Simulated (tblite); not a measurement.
C₃H₇O₃S (charge -1).
Structure used (GFN2-xTB), in Å, numbered top down from 1:
```xyz
14
C3H7O3S angstrom
C     -1.6203   -0.2493    0.4642
S     -0.6046    1.0312   -0.2869
O     -1.2753    1.5298   -1.4851
O     -0.3125    2.0577    0.6997
C      0.9225    0.2131   -0.7792
C      1.3715   -0.7748    0.3566
O      0.6160   -1.8478    0.4770
H     -0.8878   -1.0993    0.5865
H     -1.9915    0.1081    1.4143
H     -2.4184   -0.4990   -0.2205
H      1.6494    1.0008   -0.9634
H      0.6878   -0.3279   -1.6914
H      1.4115   -0.1278    1.2832
H      2.4511   -1.0152    0.1229
```

Calculated harmonic vibrations of the isolated species, GFN2-xTB (tblite), most abundant isotopes, no scaling. This tight-binding method is rough: wavenumbers can miss measured ones by several per cent, in bad cases by 10 to 20. One conformer, not necessarily the lowest.

Harmonic wavenumbers (cm⁻¹): 67.4, 167.7, 230.0, 276.9, 320.2, 323.4, 361.0, 402.2, 456.4, 480.8, 654.0, 725.6, 813.6, 866.6, 892.6, 943.0, 973.1, 1029.8, 1080.9, 1162.0, 1179.5, 1191.6, 1281.6, 1300.0, 1359.3, 1397.0, 1403.6, 1412.2, 1509.3, 2344.1, 2405.5, 2547.6, 2984.0, 3017.7, 3068.4, 3090.6.

A = 3799, B = 1675, C = 1557 MHz; mass 123.012 u (most abundant isotopes); point group C1, symmetry number 1.

Q: Zero-point energy?

A: ½Σν̃ = 21860 cm⁻¹ = 261.50 kJ/mol.

Q: What is S at 500 K and 1 bar for an ideal gas of classical rigid rotors and harmonic oscillators?

A: Translation 179.62, rotation 123.08, vibration 138.91: S = 441.6 J/(mol K).

Q: And Cp and H(500 K) − H(0)?

A: Cp = 185.14 J/(mol K), of which vibrations give 151.88 (their classical limit is 36 R = 299.3); H(500 K) − H(0) = 54.98 kJ/mol without the zero-point energy, 38.35 from vibrations.

Q: What must be added to the electronic energy to get the Gibbs energy at 500 K and 1 bar?

A: ZPE + [H(500 K) − H(0)] − T·S = 261.50 + 54.98 − 220.80 = 95.68 kJ/mol.

Q: How do the functions run with temperature in this model?

A: 
```tsv
T (K)	S (J/(mol K))	Cp (J/(mol K))	H − H(0) (kJ/mol)	G − H(0) (kJ/mol)	ln q(vib)
50	230.6	41.8	1.82	-9.71	0.17
100	264.5	59.0	4.31	-22.14	0.66
298.15	361.1	128.0	23.06	-84.61	3.79
373.15	392.4	151.4	33.55	-112.88	5.15
750	526.2	231.3	107.50	-287.12	12.02
1000	597.0	260.3	169.21	-427.76	16.27
```

q(vib) and H(0) count from the zero-point level.

Q: Blend soft modes into free rotors: weight 1/[1 + (100 cm⁻¹/ν̃)⁴] for the oscillator and the rest for a rotor with moment μB/(μ + B), μ = h/(8π²ν), B = 10⁻⁴⁴ kg m². What vibrational entropy results?

A: 133.43 J/(mol K) in place of 138.91, which changes −T·S at 500 K by +2.74 kJ/mol.

Q: Which modes carry the vibrational entropy at 500 K?

A: 67.4 cm⁻¹: 21.96; 167.7 cm⁻¹: 14.45; 230.0 cm⁻¹: 11.90; 276.9 cm⁻¹: 10.42; 320.2 cm⁻¹: 9.28; 323.4 cm⁻¹: 9.21 J/(mol K); the other 30 give 61.69 together.

Hindered rotation and anharmonicity are outside this model. Other conformers, if any are populated, would add a mixing term that is left out. The structure is chiral; the term R ln 2 for an equal mix with its mirror image is left out.

Run on one thread, Arm Neoverse N1, no GPU, shared host. This covers the Hessian and the dipole derivatives.
